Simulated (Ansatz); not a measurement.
**Energy profile**

The step: GeH₂Cl₂O ([OH2][Ge]([Cl])[Cl]) → GeHClO ([OH][Ge][Cl]) + HCl; bonds formed: Cl3–H4; dative contacts that become bonds: Ge1–O5; bonds broken: Ge1–Cl3, H4–O5 (atoms numbered as in the saddle structure below).

```csv
atom,x (Å),y (Å),z (Å)
Ge1,-0.2860,-1.2447,0.4061
Cl2,1.8828,-1.3417,0.0140
Cl3,-1.1364,0.2643,-1.7395
H4,-0.7680,0.8044,-0.5029
O5,-0.2919,0.5815,0.8596
H6,0.5995,0.9361,0.9627
```

Electronic energies by CCSD(T) at an estimated basis limit (MP2 extrapolated from triple and quadruple zeta, plus CCSD(T) − MP2 in triple zeta), on PBE0-D4/def2-TZVP structures; GeH₂Cl₂O, closed shell; no counterpoise correction. Computed with Ansatz 0.2.0 (basis: def2-TZVPP and def2-QZVPP); correlated methods freeze the cores. Filled d shells of the heavier atoms are correlated. The def2 sets are not built for correlating such inner shells, so the correlated values are less sure here. Extrapolation: Hartree–Fock as exp(−7.88 √X), correlation as X^−2.97.

Question: Give the profile in kcal/mol, counted from the start structure. (Judge from chemistry; the value comes from the calculation.)

Answer: The calculation gives:
| point | kcal/mol |
| --- | --- |
| start structure | 0.00 |
| saddle | 20.90 |
| end structure | 15.13 |
| separated: GeHClO (linked as [OH][Ge][Cl]; Ge1, Cl2, O5, H6; singlet) + HCl (Cl3, H4; singlet) | 19.99 |

The T1 diagnostic stays at or below 0.015.

For scale, one of the runs: CCSD(T)/def2-TZVPP, 191 basis functions (an equivalent command: `ansatz run in.yaml --threads 4`). Hardware: 4 CPU threads, shared host. Wall time 62 s; peak host memory 2 GiB.
